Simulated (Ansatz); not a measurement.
Geometry optimisation, RKS CAM-B3LYP-D4/6-31G* (Ansatz 0.2.0).

Input file:

```yaml
crystal:
  periodic: [false, false, false]
  atoms:
    - { symbol: B, position_ang: [-0.3105, 0.3839, -0.2623] }
    - { symbol: Cl, position_ang: [1.7677, -0.2508, -0.2066] }
    - { symbol: Cl, position_ang: [-1.0626, -0.0658, -1.7301] }
    - { symbol: Cl, position_ang: [-0.5031, 1.8946, 0.5184] }
    - { symbol: H, position_ang: [0.6394, -1.1111, 0.8183] }
    - { symbol: F, position_ang: [-0.5308, -0.8508, 0.8623] }
basis:
  gaussian: { orbitals: "6-31G*" }
hamiltonian:
  xc: cam_b3lyp
  dispersion: d4
relax:
  f_tol: 0.15
  max_steps: 25
  restrain:
    - { distance: [0, 5], at: 1.41, k: 30.0 }
    - { distance: [4, 1], at: 1.33, k: 30.0 }
    - { distance: [0, 1], at: 3.16, k: 30.0 }
    - { distance: [4, 5], at: 2.18, k: 30.0 }
output:
  orbitals: {}
```

Command:

```bash
$ ansatz run input.yaml --threads 2 --pin off --max-ram 3072MiB --backend cpu --events-out ev --progress --plain --runs-dir out
```

Task: Where does it end, and by what steps?

Result: The forces met the threshold. The restraints hold the end off the free minimum. After 9 steps the energy has fallen by 1.750 eV (the restraints' own energy left out); H5 moved furthest, 0.68 Å. Parted: B1–Cl2. Joined: Cl2–H5.

| step | energy less start (eV) | largest force component (eV/Å) | accepted |
| --- | --- | --- | --- |
| 0 | 0.0000 | 1.904 | yes |
| 1 | -0.0798 | 2.762 | yes |
| 2 | -1.0399 | 2.960 | yes |
| 3 | -1.7005 | 1.080 | yes |
| 4 | -1.7241 | 1.185 | yes |
| 5 | -1.6871 | 1.247 | yes |
| 6 | -1.7522 | 1.142 | yes |
| 7 | -1.6551 | 1.382 | no |
| 8 | -1.7416 | 1.207 | no |
| 9 | -1.7500 | 1.168 | yes |

```xyz
6
Properties=species:S:1:pos:R:3
B -0.841 0.401 -0.123
Cl 2.165 -0.580 -0.013
Cl -1.148 0.024 -1.793
Cl -0.667 2.027 0.458
H 1.290 -1.248 0.698
F -0.799 -0.623 0.772
```

Whether the end is a true minimum wasn't checked by a vibrational analysis.

Time of the run: 30 s on 2 threads of Arm Neoverse V2, on a shared host, peak memory 0.22 GiB.
